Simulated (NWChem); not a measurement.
Molecule: CH$_{3}$Cl$_{2}$In; SMILES [CH3][In]([Cl])[Cl]

Results from NWChem. All runs use the structure optimised with PBE0/def2-SVP. No frequency run checked for a minimum. def2 effective core potentials on In; no spin-orbit coupling. Ions are spin-unrestricted doublets at the neutral geometry; other ion states weren't tried.

Problem. Estimate the computed values for PBE/def2-SVP. Quantities: −ε(HOMO) (eV).

Solution. −ε(HOMO) (eV): 7.06
